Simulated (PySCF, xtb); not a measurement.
Si(AsH2)(OH)3 (AsH5O3Si), SMILES O[Si](O)(O)[AsH2].

xtb 6.7.1 with GFN2-xTB at its own geometry gives an orbital gap of 5.42 eV and a dipole moment of 3.09 D.

Geometry optimised at PBE0-D3(BJ)/def2-SVP. The structure was generated by enumeration, and PubChem lists no compound with its InChIKey, so it may never have been made. Other conformers were not sampled.

Question: What does M06-2X/def2-TZVP in PySCF give? (An estimate is asked for; the answer gives what the named calculation found.)

Answer: gap 9.43 eV (levels -8.51 and 0.92 eV), dipole 1.96 D.
